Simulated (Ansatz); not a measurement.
Isolated molecules relaxed with PBE0-D4/def2-TZVP in Ansatz; ΔE leaves out vibrations. CCSD(T)/CBS adds triple-zeta CCSD(T) − MP2 to the extrapolated MP2 energy (def2 sets, frozen cores). This one scheme is used for every species. DFT in def2-TZVPP. B3LYP here is the variant with VWN-RPA as its local correlation; programs differ in this. HSE06 is defined as in plane-wave codes. Elements past krypton have def2 core potentials. For Te, Zn outer-core shells are correlated without core-valence functions, which leaves a few kJ/mol of doubt a bond. Scalar relativity is left out up to krypton.

Consider the formal exchange of groups at a Te–Zn bond: `[CH3][Zn][TeH]` + BH₃ → `B[TeH]` + `[CH3][ZnH]`.

```
       level  ΔE (kJ/mol)  difference from CCSD(T)/CBS
      PBE-D4         25.9                        -22.0
     PBE0-D4         38.2                         -9.7
    B3LYP-D4         42.0                         -5.9
    HSE06-D4         38.5                         -9.4
     ωB97M-V         43.7                         -4.2
      B2PLYP         43.2                         -4.7
        BLYP         34.6                        -13.3
       B3LYP         42.6                         -5.3
       HSE06         38.4                         -9.5
HF/CBS(def2)         76.4                         28.5
 CCSD(T)/CBS         47.9                            0
```

Largest T1 diagnostic among the species: 0.015.

Leaving LDA and LC-ωPBE aside and taking each functional with its dispersion term where it has one, the values, not all of them listed here, spread over 34.3 kJ/mol, from B97M-V to BHLYP-D4. LDA lies −11.6 kJ/mol from PBE without D4. From BLYP to BHLYP (50 % exact exchange), in def2-TZVPP and without D4, ΔE moves by +20.5 kJ/mol. In def2-TZVPP, CCSD(T) changes the Hartree–Fock value by −39.3 kJ/mol (the triples alone add −5.9 kJ/mol) and MP2 by −33.8 kJ/mol.
